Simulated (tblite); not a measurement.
Compound: C2H8F2OSi2.
SMILES with atom numbers: `[F:1][CH:2]([F:3])[O:4][CH:5]([SiH3:6])[SiH3:7]` (hydrogens: H8 on C2; H9 on C5; H10, H11, H12 on Si6; H13, H14, H15 on Si7)

Computed with GFN2-xTB (tblite), gas phase: Langevin dynamics at 300 K from the optimised GFN2-xTB geometry, time step 0.5 fs, friction 0.01 fs⁻¹, 2000 steps. Over the second half of the run the saved frames average 294 K.

The optimised geometry, where the run starts:
```
atom  x, y, z in Å
F1     -2.002   -1.048   -1.346
C2     -1.963   -0.644   -0.038
F3     -3.212   -0.231    0.237
O4     -1.114    0.360    0.159
C5      0.270   -0.024    0.384
Si6     1.042    1.590    1.069
Si7     1.042   -0.753   -1.212
H8     -1.753   -1.553    0.562
H9      0.274   -0.786    1.176
H10     0.246    2.023    2.216
H11     2.410    1.271    1.483
H12     1.034    2.596    0.012
H13     0.538   -2.110   -1.433
H14     2.484   -0.812   -0.972
H15     0.699    0.131   -2.318
```

t = 75 fs, T = 233 K, E(pot) 0.398 eV above the start
```
atom  x, y, z in Å  |  force x, y, z in eV/Å
F1     -1.909   -1.008   -1.300   -0.090  -0.110  -0.290
C2     -2.057   -0.546   -0.047   -0.544   0.073   1.467
F3     -3.293   -0.025    0.049   -0.489  -0.465  -0.248
O4     -1.257    0.451    0.294    1.378  -0.336  -0.714
C5      0.143   -0.044    0.437   -0.922   0.920  -0.647
Si6     0.972    1.530    1.079    0.140   0.896   0.515
Si7     0.859   -0.791   -1.196   -0.240  -0.420   1.078
H8     -1.974   -1.438    0.665   -0.197   0.476  -0.669
H9      0.010   -0.751    1.211    0.428  -1.148   0.926
H10     0.271    2.125    2.273    0.157  -0.328  -0.669
H11     2.333    1.261    1.550    0.034  -0.150  -0.087
H12     1.017    2.418   -0.096   -0.047  -0.018   0.259
H13     0.752   -2.249   -1.214    0.057   0.003   0.141
H14     2.168   -0.235   -1.198    1.080   0.052   0.067
H15     0.261   -0.265   -2.347   -0.746   0.556  -1.127
```

t = 250 fs, T = 277 K, E(pot) 0.440 eV above the start
```
atom  x, y, z in Å  |  force x, y, z in eV/Å
F1     -2.244   -0.939   -1.425   -0.081   0.482  -0.288
C2     -2.321   -0.407   -0.170    0.812  -0.222   0.518
F3     -3.537    0.122   -0.003    0.032   0.782  -0.533
O4     -1.335    0.450    0.143   -0.237   0.628  -0.291
C5      0.052   -0.003    0.344   -0.297  -0.178  -0.838
Si6     0.953    1.449    1.230    0.460  -0.704   0.503
Si7     0.744   -0.743   -1.319    1.263  -0.139   0.890
H8     -2.346   -1.254    0.476    0.333  -1.489   0.963
H9      0.091   -0.798    1.075   -0.477  -0.502   0.354
H10    -0.039    2.179    1.982   -0.236   0.126   0.251
H11     1.970    0.775    2.157   -0.599   0.438  -0.588
H12     1.624    2.346    0.327    0.227   0.195  -0.352
H13     0.580   -2.218   -1.467    0.033   0.500   0.230
H14     2.203   -0.315   -1.269   -0.689  -0.439  -0.003
H15     0.167   -0.082   -2.422   -0.543   0.520  -0.816
```

t = 400 fs, T = 395 K, E(pot) 0.561 eV above the start
```
atom  x, y, z in Å  |  force x, y, z in eV/Å
F1     -2.430   -0.707   -1.366    0.068   0.946   0.146
C2     -2.374   -0.277   -0.066    0.213   0.929   0.795
F3     -3.397    0.607    0.171    0.450  -0.766  -0.665
O4     -1.258    0.385    0.336   -0.236  -0.663  -0.672
C5     -0.045   -0.406    0.542    0.006  -0.294  -0.115
Si6     1.327    0.870    1.080    0.794  -1.025  -0.780
Si7     0.481   -1.187   -1.214   -0.298   0.936   0.240
H8     -2.581   -1.194    0.479   -0.093  -0.435   0.681
H9     -0.255   -1.142    1.368    0.123   0.386  -0.726
H10     1.339    1.669    2.256   -0.449   0.359   0.867
H11     2.588   -0.011    1.331   -0.905   0.567  -0.414
H12     1.348    1.847   -0.026    0.143  -0.229   0.094
H13    -0.454   -2.162   -1.805    0.097   0.216   0.161
H14     1.736   -1.897   -1.024    0.187   0.010   0.084
H15     0.622    0.104   -2.010   -0.102  -0.936   0.305
```

t = 450 fs, T = 328 K, E(pot) 0.512 eV above the start
```
atom  x, y, z in Å  |  force x, y, z in eV/Å
F1     -2.648   -0.445   -1.215    0.529  -0.006  -0.213
C2     -2.345   -0.112    0.085   -1.765   1.066  -0.730
F3     -3.378    0.724    0.394    0.258  -0.158   0.220
O4     -1.217    0.501    0.286    0.268   1.086  -1.168
C5     -0.130   -0.412    0.426    0.484  -0.024  -0.398
Si6     1.214    0.679    1.176    0.598   0.366   1.268
Si7     0.485   -1.417   -1.131    0.305   0.993   1.111
H8     -2.452   -1.022    0.630   -0.327  -1.196   0.822
H9     -0.556   -1.057    1.150    0.323  -1.465   1.077
H10     0.755    1.509    2.366    0.156  -0.742  -0.521
H11     2.324   -0.281    1.523   -0.433   0.550  -0.094
H12     1.554    1.714    0.229    0.218   0.084  -0.400
H13    -0.338   -2.464   -1.591   -0.740  -1.029  -0.134
H14     1.774   -1.906   -0.601   -0.181   0.011  -0.318
H15     0.424   -0.429   -2.164    0.306   0.462  -0.520
```

t = 600 fs, T = 272 K, E(pot) 0.483 eV above the start
```
atom  x, y, z in Å  |  force x, y, z in eV/Å
F1     -3.058    0.385   -1.335    0.522  -0.013  -0.586
C2     -2.483    0.077   -0.169    0.899   0.031   1.118
F3     -3.337    0.620    0.724   -0.316   0.228   0.565
O4     -1.238    0.581    0.053   -0.355  -0.388  -0.628
C5     -0.165   -0.344    0.417    0.540   0.414   0.861
Si6     1.116    0.905    1.304    0.339  -1.093  -0.389
Si7     0.453   -1.540   -0.992   -0.572   0.716   0.544
H8     -2.501   -1.005    0.009   -0.159  -0.392  -0.314
H9     -0.448   -0.944    1.311   -0.456   0.036  -0.533
H10     0.397    1.988    1.935   -0.190  -0.100   0.390
H11     2.212    0.121    2.042   -1.014   0.393  -0.200
H12     1.889    1.515    0.269    0.374   0.367  -0.687
H13    -0.448   -2.707   -1.090    0.004   0.232  -0.181
H14     1.676   -2.037   -0.406    0.400  -0.127  -0.046
H15     0.570   -0.688   -2.180   -0.017  -0.306   0.087
```

t = 625 fs, T = 281 K, E(pot) 0.470 eV above the start
```
atom  x, y, z in Å  |  force x, y, z in eV/Å
F1     -2.849    0.457   -1.339   -0.864  -0.043  -1.104
C2     -2.459    0.110   -0.127    1.287  -0.573   0.332
F3     -3.397    0.576    0.713    0.087   0.320   0.292
O4     -1.226    0.636    0.041   -1.173   1.288  -0.119
C5     -0.148   -0.192    0.344    1.190  -1.461  -0.029
Si6     1.109    0.970    1.145    0.244   0.350   1.017
Si7     0.501   -1.434   -1.046   -0.471  -0.310   0.870
H8     -2.417   -0.986    0.002   -0.356  -0.197  -0.225
H9     -0.413   -0.823    1.197   -0.324  -0.381   0.087
H10     0.345    1.897    2.049    0.379  -0.278  -0.541
H11     1.790    0.021    2.074    0.178   0.359  -0.311
H12     1.972    1.623    0.161   -0.088  -0.035   0.130
H13    -0.666   -2.282   -1.445    0.390   0.057   0.313
H14     1.689   -2.171   -0.475   -0.764   0.350  -0.195
H15     0.871   -0.828   -2.283    0.284   0.555  -0.515
```

t = 700 fs, T = 321 K, E(pot) 0.469 eV above the start
```
atom  x, y, z in Å  |  force x, y, z in eV/Å
F1     -2.836    0.044   -1.329   -0.141  -0.336  -0.376
C2     -2.516   -0.072   -0.027    1.296  -0.318   0.585
F3     -3.544    0.560    0.601    0.585  -0.451   0.120
O4     -1.344    0.542    0.226    1.007   0.491   0.345
C5     -0.033   -0.180    0.394   -0.909  -0.483  -0.100
Si6     1.310    1.050    0.953   -0.334   0.706   0.777
Si7     0.494   -1.096   -1.246   -1.285  -0.354   0.135
H8     -2.399   -1.149    0.280   -0.886   0.360  -0.305
H9     -0.128   -0.947    1.223   -0.227   0.666  -0.757
H10     0.980    1.577    2.312    0.059  -0.168  -0.474
H11     2.500    0.233    1.047    0.331  -0.285   0.037
H12     1.626    2.178    0.077   -0.222  -0.112  -0.100
H13    -0.872   -1.550   -1.692    0.702   0.072  -0.124
H14     1.232   -2.307   -0.867    0.087   0.192   0.001
H15     1.172   -0.307   -2.276   -0.062   0.019   0.235
```

t = 825 fs, T = 322 K, E(pot) 0.618 eV above the start
```
atom  x, y, z in Å  |  force x, y, z in eV/Å
F1     -2.847   -0.368   -0.889    0.871  -0.264   0.545
C2     -2.145   -0.437    0.326   -0.602  -0.420  -0.450
F3     -3.087    0.178    1.143    1.310  -0.832  -0.193
O4     -1.002    0.247    0.296   -1.550   1.203   0.280
C5      0.285   -0.344    0.249   -0.298  -2.434   1.110
Si6     1.488    0.934    0.851    0.919   1.651  -0.620
Si7     0.278   -1.377   -1.343    0.675  -0.022  -0.701
H8     -1.998   -1.563    0.539   -0.556   1.362   0.147
H9      0.365   -1.072    1.140   -0.365   0.222  -0.953
H10     1.692    0.938    2.283    0.136  -0.296   0.317
H11     2.702    0.797    0.024   -0.038  -0.142   0.307
H12     0.947    2.261    0.577   -0.112   0.050  -0.108
H13    -0.675   -2.435   -1.146   -0.553  -0.403   0.070
H14     1.498   -2.130   -1.643    0.142   0.270   0.173
H15    -0.114   -0.518   -2.453    0.019   0.056   0.075
```

t = 975 fs
```
atom  x, y, z in Å
F1     -2.924   -0.216   -0.456
C2     -2.120   -0.442    0.535
F3     -2.828   -0.083    1.644
O4     -0.976    0.263    0.459
C5      0.312   -0.462    0.173
Si6     1.693    0.781    0.582
Si7     0.390   -1.168   -1.592
H8     -1.933   -1.487    0.531
H9      0.285   -1.252    0.965
H10     1.674    1.021    2.010
H11     2.907   -0.004    0.299
H12     1.853    2.071   -0.105
H13    -0.683   -2.265   -1.541
H14     1.670   -1.795   -1.631
H15     0.088   -0.149   -2.505
```

**Question.** Estimate the potential energy and the forces of this last frame.

**Answer.** 0.465 eV above the start.

```tsv
atom	Fx (eV/Å)	Fy (eV/Å)	Fz (eV/Å)
F1	-1.378	0.707	-1.890
C2	1.466	0.630	1.227
F3	0.280	-0.091	0.020
O4	0.598	0.339	-0.410
C5	-1.494	0.201	1.073
Si6	0.629	0.055	0.195
Si7	-1.349	-1.491	1.250
H8	0.162	-1.631	0.479
H9	0.474	0.208	-0.642
H10	-0.115	0.116	0.292
H11	-0.002	0.033	-0.050
H12	-0.349	-0.262	-0.090
H13	0.616	0.604	-0.315
H14	0.671	-0.289	-0.234
H15	-0.210	0.871	-0.906
```

The bond farthest from its length at the start is F1–C2 (1.296 against 1.370 Å), and half the difference of its two atoms' forces along it is +2.08 eV/Å (positive lengthens). The largest atomic force is 2.44 eV/Å.

The cost below is that of the whole dynamics run. The run took 15 s on Intel Xeon Platinum 8488C, one thread, on a shared host, and the process peaked at 0.18 GiB of memory.
